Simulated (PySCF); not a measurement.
# Assignment exercise: C$_{3}$H$_{6}$F$_{2}$OSi

Atoms are numbered as in `[CH3:1][C@@H:2]([F:3])[Si@@H:4]([F:5])[CH:6]=[O:7]`; H(Xn) means a hydrogen on atom n.

A single conformation, non-relativistic, in vacuum, fast rotation and ring inversion assumed for equivalent nuclei. Shielding tensors at PBE0/pcSseg-1 (GIAO); coordinates at the GFN2-xTB level; PySCF 2.14.

δ = σ(ref) − σ, references computed at the same level: 13C (186.93 ppm) and 1H (31.72 ppm) vs TMS.

(1) Assign these signals to the numbered atoms. 13C{1H} NMR (computed): δ 249.3 (CH), 89.4 (CH), 18.9 (CH3).

(2) Assign these signals to the numbered atoms. 1H NMR (400 MHz, computed): δ 12.33 (m, 1H), 5.13 (m, 1H), 4.84 (m, 1H), 1.56 (m, 3H).

Answers

(1) 
249.3 → C6, carbonyl carbon
89.4 → C2, sp3 CH bonded to F and Si: pulled downfield by the heteroatom
18.9 → C1, methyl carbon: aliphatic region, no heteroatom directly attached

(2) 
12.33 → H(C6), hydrogen on a carbonyl carbon
5.13 → H(Si4), hydrogen on a silicon bonded to 2 C, F
4.84 → H(C2), hydrogen on an sp3 CH bonded to F and Si: its carbon carries F, hence the downfield position
1.56 → H(C1), hydrogen on a methyl carbon

Splittings by 19F in the carbon and heteronuclear signals aren't shown, as no couplings were computed. Shifts are as computed. Against solution values, carbons near 30 ppm lie about +3 ppm off and those near 130 ppm about +5 ppm. Of 1309 compounds with measured shifts, 239 miss one by over three times the rms of a fit or turn the order of signals round; such compounds aren't used in these exercises. No couplings were computed; multiplicities are counted from neighbouring protons, with m where these are inequivalent, close in shift, in a saturated or five-membered ring or joined by F or P, and br s for small geminal =CH2 splittings.
